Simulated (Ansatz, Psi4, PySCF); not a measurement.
System: sulfur atom, S, net charge 0, triplet state.

Wanted: electron affinity to the doublet, in eV. Set-up: 6-311+G** with 5d, 6d on Na to Ar in Ansatz (an electronic-structure program); UHF or UKS for open shells; spin-orbit terms left out; each state is the SCF solution reached for its charge and spin; valence correlation only; non-relativistic; 6-31G* and kin with 6d, 5d where marked. CBS(X,Y): correlation extrapolated as X^-3; Hartree-Fock from the larger set. Anions need diffuse functions, which STO-3G, LANL2DZ, def2-SVP, cc-pVDZ and Pople sets without + lack.

Measured values: pymatgen's periodic table; they hold spin-orbit and core effects. 

Value to compare with, the measured value: 2.08 eV.

```
level                                         program  electron affinity to the doublet (eV)  error
--------------------------------------------  -------  -------------------------------------  -----
HF/6-31G*                                      Ansatz                                   0.53  -1.55
HF/6-311+G**                                   Ansatz                                   0.89  -1.19
PBE/6-31G*                                     Ansatz                                   1.60  -0.48
PBE/6-311+G**                                  Ansatz                                   2.15   0.07
B3LYP/STO-3G                                   Ansatz                                  -5.64  -7.72
B3LYP/3-21G                                    Ansatz                                   1.44  -0.64
B3LYP/6-31G*                                   Ansatz                                   1.65  -0.43
B3LYP/6-311+G**                                Ansatz                                   2.19   0.11
M06-2X/6-31G* (5d)                              PySCF                                   1.65  -0.43
wB97X-D/6-31G*                                   Psi4                                   1.71  -0.37
MP2/6-31G*                                     Ansatz                                   0.96  -1.12
MP2/6-311+G**                                  Ansatz                                   1.44  -0.64
PBE/def2-TZVPD                                 Ansatz                                   2.17   0.09
M06-2X/def2-TZVPD                               PySCF                                   2.13   0.05
CCSD(T)/CBS(aug-cc-pV(T+d)Z,aug-cc-pV(Q+d)Z)   Ansatz                                   2.10   0.02
```

Among the 12 habitual levels, B3LYP/STO-3G lies farthest from the measured value (-7.72 eV); 2 of 12 lie above it, and their mean absolute error is 1.23 eV, the median 0.56. One case shows no general order.

The levels are drawn from those run, B3LYP/6-31G* more often than the rest, none by its result; runs whose electronic state is in doubt are left out.
